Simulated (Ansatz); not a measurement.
# Ligand exchange: SiH2(NH2)2 + CH3NO → SiH(NH2)3 + H2CO

Species: SiH2(NH2)2, singlet; CH3NO (formamide) `NC=O`, singlet; SiH(NH2)3, singlet; H2CO (formaldehyde) `C=O`, singlet. The partners trade H for NH2: Si–H and C–NH2 bonds give way to Si–NH2 and C–H.

Shapes, held fixed at every level: PBE0-D4/def2-TZVP. Flexible molecules stand in one conformer, not always the lowest. Programs: Ansatz 0.2.0. The zero-point and thermal change to 298 K, harmonic and unscaled (PBE0-D4/def2-TZVP), is +0.8 kJ/mol.

```tsv
level	kind	ΔH(298 K) (kJ/mol)	less CCSD(T)/CBS estimate
HF/def2-SVP	Hartree–Fock	-4.8	+26.8
PBE-D4/def2-TZVPP	GGA	-5.1	+26.5
B3LYP-D4/def2-TZVPP	global hybrid	-17.1	+14.5
BHLYP-D4/def2-TZVPP	global hybrid	-22.3	+9.3
B2PLYP/def2-TZVPP	double hybrid	-19.8	+11.8
MP2/def2-TZVPP	perturbation theory	-29.4	+2.2
CCSD(T)/def2-SVP	coupled cluster or CI	-7.7	+23.9
CCSD(T)/CBS estimate	coupled cluster or CI	-31.6	0.0
```

The highest level, CCSD(T)/CBS estimate, gives ΔH(298 K) = -31.6 kJ/mol; the levels span -31.6 to -4.8. The column of differences is taken from that level and isn't an error. No measured value is set beside it here. The CBS estimate extrapolates MP2 from def2-TZVPP and def2-QZVPP and adds CCSD(T) − MP2 in the triple-zeta set, cores frozen.
